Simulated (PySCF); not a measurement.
Several molecules and their computed UV-vis stick spectra, shuffled. Level of theory: TDDFT PBE0/def2-SVPD, vertical, gas phase, core orbitals frozen in the response in PySCF. Geometries: GFN2-xTB; one conformer of each isolated species. Triplets are in the Tamm–Dancoff approximation. Ions are computed without counter-ions or solvent.

A. `N#CC1=CC[C@@H]1OC=O`
B. `NC(=O)CC(F)F`
C. `CCC([SiH3])([SiH3])[SiH3]`
D. `CCC[SiH]([SiH3])[SiH3]`
E. `C/C=C/CC#[O+]`

Lowest singlet levels (six at most, fewer where fewer were computed) with oscillator strengths:

1. 5.81 eV (f 0.000); 7.17 eV (f 0.017); 7.41 eV (f 0.012); 7.71 eV (f 0.178); 8.12 eV (f 0.012); 8.43 eV (f 0.069); T1 5.31 eV
2. 6.47 eV (f 0.085); 6.64 eV (f 0.012); 6.87 eV (f 0.120); 6.93 eV (f 0.044); 7.07 eV (f 0.052); 7.23 eV (f 0.040); T1 5.59 eV
3. 7.20 eV (f 0.033); 7.23 eV (f 0.026); 7.48 eV (f 0.007); 7.54 eV (f 0.000); 7.68 eV (f 0.009); 7.70 eV (f 0.009); T1 6.81 eV
4. 3.99 eV (f 0.002); 5.05 eV (f 0.254); 6.39 eV (f 0.002); 6.69 eV (f 0.001); 6.78 eV (f 0.007); 7.21 eV (f 0.046); T1 3.46 eV
5. 5.84 eV (f 0.110); 5.90 eV (f 0.011); 6.00 eV (f 0.108); 6.17 eV (f 0.049); 6.59 eV (f 0.021); 6.70 eV (f 0.005); T1 3.54 eV

Question: Match each spectrum to its molecule.

Answer: 1 = B, 2 = D, 3 = C, 4 = E, 5 = A.
- A: S1 at 5.84 eV, HOMO→LUMO (48%), HOMO-2→LUMO (36%); Löwdin shares by element: HOMO carbon 55% or more, nitrogen 16% (atoms not listed hold the other 29%); LUMO carbon 68% or more, nitrogen 16% (atoms not listed hold the other 16%); HOMO -8.26 and LUMO -1.89 eV.
- B: S1 at 5.81 eV, HOMO→LUMO (96%); S1 has the pattern of n→π* at C=O; HOMO -7.98 and LUMO 0.08 eV.
- C: S1 at 7.20 eV, HOMO→LUMO (98%); Löwdin shares by element: HOMO carbon 39% or more, silicon 24% or more (atoms not listed hold the other 37%); LUMO silicon 42%, carbon 6% or more (atoms not listed hold the other 51%); HOMO -8.21 and LUMO 0.15 eV; point group Cs, 1 of its 6 listed states under f = 0.0005.
- D: S1 at 6.47 eV, HOMO→LUMO (85%), HOMO→LUMO+1 (9%); Löwdin shares by element: HOMO silicon 67%, carbon 8% or more (atoms not listed hold the other 26%); LUMO silicon 67%, hydrogen 9% or more (atoms not listed hold the other 24%); HOMO -8.03 and LUMO -0.47 eV.
- E: S1 at 3.99 eV, HOMO→LUMO (97%); Löwdin shares by element: HOMO carbon 78% or more (atoms not listed hold the other 22%); LUMO carbon 52% or more, oxygen 32%, hydrogen 6% or more; HOMO -12.85 and LUMO -7.50 eV.
A and B have S1 within 0.04 eV of each other; their strongest listed levels stand at 5.84 eV (f 0.110) and 7.71 eV (f 0.178).

Without π bonds the low states may be Rydberg-like; a valence basis with one diffuse set may place them up to an eV too high.
